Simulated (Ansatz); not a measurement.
Reaction (hydrogenolysis of a C–O bond): `[CH3][InH][CH2]O` + H₂ → `[CH3][InH][CH3]` + H₂O

Gas-phase electronic energies from Ansatz, PBE0-D4/def2-TZVP geometries. CBS: MP2 limit from def2 TZ/QZ plus the TZ coupled-cluster correction, frozen cores. This one scheme is used for every species. Functionals use def2-TZVPP. def2 core potentials past Kr. For In outer-core shells are correlated without core-valence functions, which leaves a few kJ/mol of doubt a bond. Each species was taken in one conformer, which may not be the lowest.

```
       level  ΔE (kJ/mol)
      PBE-D4       -125.9
     ωB97M-V       -135.7
        PBE0       -138.2
HF/CBS(def2)       -151.4
```

Problem. What does CCSD(T)/CBS give? (Best estimate.)

Solution. Ansatz gave: -141.6 kJ/mol. The listed levels differ from it by 15.7, 5.9, 3.4, -9.8 kJ/mol.

Largest T1 diagnostic among the species: 0.012.

From PBE to PBE0 (25 % exact exchange), in def2-TZVPP and without D4, ΔE moves by −9.4 kJ/mol. The D4 term adds +4.6 kJ/mol with B3LYP and +2.5 kJ/mol with PBE0; it sums over pairs of atoms, weighted by their polarisabilities, and B3LYP, whose exchange is more repulsive, gets the larger term.

B3LYP here is the variant with VWN-RPA as its local correlation; programs differ in this.
